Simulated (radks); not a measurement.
Charge is removed step by step from the 4p (averaged over the sub-levels emptied) level of the hafnium ion Hf33+, starting from [Kr] 4d3. Level of theory: Dirac Kohn-Sham, BLYP, spin-unpolarised, spherical densities, finite nucleus; open shells are shared between the two j in proportion to 2j + 1; Fermi nuclear charge, rms radius 5.347 fm (a radial shooting solver on a logarithmic mesh with Libxc functionals). At the starting occupation the eigenvalue is -1516.1 eV. Estimate the energy to remove one whole electron from this level, the eigenvalue at the end, and how far E(n) bends from a straight line.

Answer. Delta-SCF 1542.0 eV; final eigenvalue -1568.0 eV; the deviation from the straight line is -6.484 eV at 0.5 electron removed, the largest on the grid computed. Slater's transition state (half an electron removed) gives 1542.0 eV. Integrating minus the eigenvalue over the occupation (Janak's theorem) gives 1542.0 eV. The mean slope of the eigenvalue, de/dn, is 51.9 eV per electron.
